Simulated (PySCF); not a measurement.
Simulated outer-valence photoelectron spectrum of gallium tribromide (`[Br][Ga]([Br])[Br]`). Computed with EOM-IP-CCSD/aug-cc-pVDZ in PySCF, restricted Hartree–Fock reference, 36 core orbitals frozen, non-relativistic, gas phase, PBE0-D3(BJ)/def2-SVP geometry.

Each root has a Gaussian of 0.3 eV full width with its one-hole share as area; cross sections and vibrations are left out, and the highest printed point is 100.

ionisation energy (eV), intensity and a bar:
```
     10.5          0 
     10.6          2 #
     10.7          9 ###
     10.8         21 ######
     10.9         27 ########
     11.0         26 ########
     11.1         42 #############
     11.2         82 #########################
     11.3        100 ##############################
     11.4         68 ####################
     11.5         25 ########
     11.6          5 ##
     11.7          1 
     11.8          3 #
     11.9         10 ###
     12.0         22 ######
     12.1         25 #######
     12.2         15 #####
     12.3          5 #
     12.4          1 
     12.5          0 
     12.6          0 
     12.7          4 #
     12.8         16 #####
     12.9         38 ############
     13.0         50 ###############
     13.1         36 ###########
     13.2         14 ####
     13.3          3 #
     13.4          0
```

Q: Where are the maxima, and how many lines lie under the curve?

A: 4 maxima, at 10.9, 11.3, 12.1 and 13.0 eV, from 8 lines. At this width some lines have no maximum of their own.

Q: List the lines with their holes.

A: 
```tsv
E (eV)	leading hole (HF orbital)	area	Koopmans (eV)
10.88	HOMO	0.95	11.64
11.26	HOMO-1	0.95	11.97
11.28	HOMO-2	0.95	11.99
11.30	HOMO-3	0.95	12.02
11.31	HOMO-4	0.95	12.04
12.07	HOMO-5	0.95	12.75
12.98	HOMO-6	0.95	13.71
13.01	HOMO-7	0.95	13.74
```

The widest gap, 0.91 eV, lies between 12.07 and 12.98 eV. Only orbitals with −ε under 21 eV, eight at most, were ionised, so the high end of the curve may lack lines.
